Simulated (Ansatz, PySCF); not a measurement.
Species: HSe, charge -1, multiplicity 1. Whether it binds its extra electron was not tested at this geometry. 
Geometry from a B3LYP-D3(BJ)/def2-TZVP (Ansatz, a first-principles code) optimisation:
```xyz
2

Se     0.0000     0.0000    -0.0422
H      0.0000     0.0000     1.4361
```
Charge -1, spin multiplicity 1.

Total electronic energies in hartree. Valence correlation only, unless marked. Spin-orbit coupling is left out. Frozen are the shells of the preceding noble gas and the d and f shells that filled before the atom's block. No relativistic terms. CBS(X,Y): correlation extrapolated as X^-3; Hartree-Fock from the larger set.

```json
[
 {"level": "HF/STO-3G", "program": "Ansatz", "energy (Eh)": "-2373.97009"},
 {"level": "HF/6-31G*", "program": "Ansatz", "energy (Eh)": "-2400.13973"},
 {"level": "HF/def2-TZVPD", "program": "PySCF", "energy (Eh)": "-2400.45480"},
 {"level": "RI-HF/def2-QZVPPD", "program": "Ansatz", "energy (Eh)": "-2400.50204"},
 {"level": "PBE-D3(BJ)/def2-TZVPD", "program": "Ansatz + dftd3", "energy (Eh)": "-2401.83582"},
 {"level": "revPBE-D4/def2-TZVPD", "program": "Ansatz + dftd4", "energy (Eh)": "-2402.00225"},
 {"level": "TPSS-D4/def2-TZVPD", "program": "PySCF + dftd4", "energy (Eh)": "-2402.13082"},
 {"level": "r2SCAN-D4/def2-TZVPD", "program": "Ansatz + dftd4", "energy (Eh)": "-2402.18536"},
 {"level": "B3LYP/def2-TZVPD", "program": "Ansatz", "energy (Eh)": "-2402.24060"},
 {"level": "PBE0-D3(BJ)/def2-TZVP", "program": "Ansatz + dftd3", "energy (Eh)": "-2401.90421"},
 {"level": "PBE0-D4/def2-TZVP", "program": "Ansatz + dftd4", "energy (Eh)": "-2401.90424"},
 {"level": "PBE0/def2-TZVP", "program": "Ansatz", "energy (Eh)": "-2401.90387"},
 {"level": "TPSSh-D3(BJ)/def2-TZVPD", "program": "PySCF + dftd3", "energy (Eh)": "-2402.13218"},
 {"level": "r2SCAN0/def2-TZVPD", "program": "Ansatz", "energy (Eh)": "-2402.17815"},
 {"level": "wB97M-V/def2-TZVPD", "program": "Ansatz", "energy (Eh)": "-2402.05932"},
 {"level": "MP2/aug-cc-pVDZ", "program": "Ansatz", "energy (Eh)": "-2400.56488"},
 {"level": "MP2/cc-pVDZ", "program": "Ansatz", "energy (Eh)": "-2400.52390"},
 {"level": "MP2/cc-pVTZ", "program": "Ansatz", "energy (Eh)": "-2400.65913"},
 {"level": "MP2/cc-pV5Z", "program": "Ansatz", "energy (Eh)": "-2400.69299"},
 {"level": "RI-MP2/aug-cc-pVTZ", "program": "Ansatz", "energy (Eh)": "-2400.67410"},
 {"level": "SCS-MP2/STO-3G", "program": "Ansatz", "energy (Eh)": "-2373.98660"},
 {"level": "CCSD(T)/6-31G", "program": "Ansatz", "energy (Eh)": "-2400.14646"},
 {"level": "CCSD(T)/CBS(aug-cc-pVTZ,aug-cc-pVQZ)", "program": "Ansatz", "energy (Eh)": "-2400.7249"}
]
```

Totals of different functionals don't rank their quality; only differences between species are comparable.
